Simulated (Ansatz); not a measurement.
Start from `BOC(O)O` and change one atom or group to get `OCO`.

Ansatz, PBE0-D4/def2-TZVP geometries, multiplicity 1. Each molecule was computed in one conformer, which needn't be the lowest.

| property | `BOC(O)O` |
| --- | --- |
| size of the dipole moment (PBE/def2-TZVPP) / D | 1.21 |
| LUMO energy (PBE0/def2-TZVPP) / eV | -0.67 |
| HOMO–LUMO gap (B3LYP/def2-TZVPP) / eV | 7.64 |
| LUMO energy (ωB97M-V/def2-TZVPP) / eV | 1.18 |
| HOMO–LUMO gap (PBE0/def2-TZVPP) / eV | 8.10 |
| HOMO energy (ωB97M-V/def2-TZVPP) / eV | -11.17 |

(1) Give the same properties after the change, and the shifts. (Best estimate.)

## Answers

(1) Computed: 
```json
{"property": "size of the dipole moment (PBE/def2-TZVPP) / D", "`OCO`": "0.26", "shift": "-0.95"}
{"property": "LUMO energy (PBE0/def2-TZVPP) / eV", "`OCO`": "1.09", "shift": "1.76"}
{"property": "HOMO–LUMO gap (B3LYP/def2-TZVPP) / eV", "`OCO`": "8.72", "shift": "1.08"}
{"property": "LUMO energy (ωB97M-V/def2-TZVPP) / eV", "`OCO`": "2.52", "shift": "1.34"}
{"property": "HOMO–LUMO gap (PBE0/def2-TZVPP) / eV", "`OCO`": "9.38", "shift": "1.28"}
{"property": "HOMO energy (ωB97M-V/def2-TZVPP) / eV", "`OCO`": "-10.77", "shift": "0.40"}
```

With PBE0 the HOMO rises by 0.48 eV and the LUMO rises by 1.76 eV, so the gap widens by about 1.28 eV. PBE moves the HOMO by 0.66 eV and ωB97M-V by 0.40 eV. Dipoles are sizes alone; their direction can turn.

B3LYP here is the variant with VWN-RPA as its local correlation; programs differ in this.
